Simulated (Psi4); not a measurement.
Pair of molecules, SMILES [AlH3] with SMILES C#N, pulled apart as rigid monomers along the line of their centres of mass from the B3LYP-D3(BJ)/def2-TZVP minimum (SMILES order as in the coordinates).
Starting geometry (charge 0, multiplicity 1):
```
atom    x (Å)    y (Å)    z (Å)
----  -------  -------  -------
Al    -0.1616   0.3641   0.2628
H      1.2536   0.8243  -0.2996
H     -1.2365   1.4889   0.5949
H     -0.6908  -1.0821  -0.1362
C      0.7414  -0.2931   3.2649
N      0.4196  -0.0606   2.1962
H      1.0429  -0.5105   4.2659
```

These are Psi4 with SAPT0/jun-cc-pV(D+d)Z values and carry that method's errors.

```
Al1···N6 (Å)  electrostatics (kcal/mol)  exchange (kcal/mol)  induction (kcal/mol)  dispersion (kcal/mol)   total
------------  -------------------------  -------------------  --------------------  ---------------------  ------
1.86                             -56.55                78.03                -28.87                  -8.97  -16.36
2.06                             -36.74                  ___                -19.65                  -6.18  -20.91
2.37                             -20.37                16.04                -10.12                    ___  -18.06
2.89                              -9.25                 3.14                 -2.93                  -1.51  -10.55
3.71                              -3.80                 0.21                 -0.44                  -0.42   -4.46
```

Question: Complete the blanks.

Answer: 
- 2.06, exchange (kcal/mol): 41.67
- 2.37, dispersion (kcal/mol): -3.60
